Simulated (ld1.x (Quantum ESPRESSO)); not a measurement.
# Transferability test, PAW potential for Cr (Z = 24)

chromium, PAW, made with ld1.x (Quantum ESPRESSO) 7.5 (PBEsol, scalar-relativistic). Core [Ne] 3s2, reference 3p6 3d5 4s1 4p0. Waves: 4s (bound): rcut 1.80, rcutus 2.45 bohr; 4s channel at 1.3 Ry: rcut 1.80, rcutus 2.45 bohr; 3p (bound): rcut 1.40, rcutus 1.60 bohr; 4p (bound, empty): rcut 1.40, rcutus 1.60 bohr; 3d (bound): rcut 1.40, rcutus 1.85 bohr; 3d channel at 1.5 Ry: rcut 1.40, rcutus 1.85 bohr. Local part: all-electron potential smoothed inside 2.10 bohr (lloc = -1). Core correction: Bessel-smoothed model core inside 1.15 bohr. Augmentation charge: PSQ, inside the norm-conserving radii.

Energies are relative to the spin-unpolarised reference configuration 3p6 3d5 4s1 4p0; without spin polarisation the order of configurations can differ from experiment. Not all tests gave a result: test run stopped at test 6 of 7 (negative rho), 2 before it not solved. Left out of the table: 3p6 3d4 4s0 4p0 (solver errors, printed error -1131 eV); 3p6 3d3 4s0 4p0 (solver errors, printed error -968 eV).

| valence configuration | charge | ΔE all-electron (eV) | error AE − PS (meV) |
| --- | --- | --- | --- |
| 3p6 3d5 4s0 4p0 | +1 | 6.873 | -2.6 |
| 3p6 3d4 4s2 4p0 | 0 | -0.094 | -7.5 |
| 3p6 3d5 4s0 4p1 | 0 | 3.143 | -0.9 |
